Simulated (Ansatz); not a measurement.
Program: Ansatz. Geometries: PBE0-D4/def2-TZVP. ΔE: electronic, gas phase. CCSD(T)/CBS adds triple-zeta CCSD(T) − MP2 to the extrapolated MP2 energy (def2 sets, frozen cores). Functionals use def2-TZVPP. B3LYP here is the variant with VWN-RPA as its local correlation; programs differ in this. HSE06 is defined as in plane-wave codes. One conformer a species, not always the lowest.

`CCBS[SiH3]` + `CPC` → `CP(C)C` + `CBS[SiH3]`  (substitution at a C–C bond)

| level | ΔE (kJ/mol) | difference from CCSD(T)/CBS |
| --- | --- | --- |
| LDA (SPW92) | -37.4 | -0.5 |
| revPBE-D4 | -38.2 | -1.3 |
| BLYP-D4 | -36.8 | 0.1 |
| r2SCAN-D4 | -39.4 | -2.5 |
| B97M-V | -39.6 | -2.7 |
| PBE0-D4 | -36.3 | 0.6 |
| B3LYP-D4 | -36.1 | 0.8 |
| r2SCANh-D4 | -38.9 | -2.0 |
| r2SCAN0-D4 | -38.2 | -1.3 |
| HSE06-D4 | -36.3 | 0.6 |
| BHLYP-D4 | -35.2 | 1.7 |
| CAM-B3LYP-D4 | -35.1 | 1.8 |
| ωB97X-V | -35.2 | 1.7 |
| ωB97M-V | -37.4 | -0.5 |
| B2PLYP | -34.9 | 2.0 |
| PBE-QIDH | -36.1 | 0.8 |
| PBE | -35.1 | 1.8 |
| revPBE | -33.6 | 3.3 |
| BLYP | -32.5 | 4.4 |
| r2SCAN | -39.0 | -2.1 |
| PBE0 | -34.7 | 2.2 |
| B3LYP | -32.8 | 4.1 |
| r2SCAN0 | -37.8 | -0.9 |
| HSE06 | -34.7 | 2.2 |
| BHLYP | -32.6 | 4.3 |
| CAM-B3LYP | -33.5 | 3.4 |
| LC-ωPBE | -35.1 | 1.8 |
| HF/def2-SVP | -20.9 | 16.0 |
| MP2/def2-SVP | -25.6 | 11.3 |
| CCSD/def2-SVP | -20.8 | 16.1 |
| CCSD(T)/def2-SVP | -21.5 | 15.4 |
| MP2/def2-TZVPP | -38.2 | -1.3 |
| CCSD/def2-TZVPP | -32.7 | 4.2 |
| CCSD(T)/def2-TZVPP | -34.0 | 2.9 |
| HF/def2-QZVPP | -29.0 | 7.9 |
| MP2/def2-QZVPP | -40.0 | -3.1 |
| SCS-MP2/def2-QZVPP | -36.0 | 0.9 |
| HF/CBS(def2) | -29.0 | 7.9 |
| MP2/CBS(def2) | -41.1 | -4.2 |
| CCSD/CBS(def2) | -35.5 | 1.4 |
| CCSD(T)/CBS | -36.9 | 0 |

Largest T1 diagnostic among the species: 0.013.

The D4 term adds −3.3 kJ/mol with B3LYP and −1.6 kJ/mol with PBE0; it sums over pairs of atoms, weighted by their polarisabilities, and B3LYP, whose exchange is more repulsive, gets the larger term. At CCSD(T), def2-SVP lies +15.4 kJ/mol from the extrapolated value and def2-TZVPP +2.9 kJ/mol.
